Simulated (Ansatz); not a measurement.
Species: H9BSi3, SMILES `[SiH3]B([SiH3])[SiH3]` (charge 0, multiplicity 1), formula H9BSi3.

### Question
How many basis functions does frozen-core CCSD(T)/cc-pVTZ // B3LYP-D3(BJ)/def2-TZVP in Ansatz (a program for electronic structure) use, how many core orbitals are frozen, and how many electrons are correlated?

### Answer
258 basis functions and 16 frozen orbitals, which leaves 24 correlated electrons. Core time is of the order of minutes.
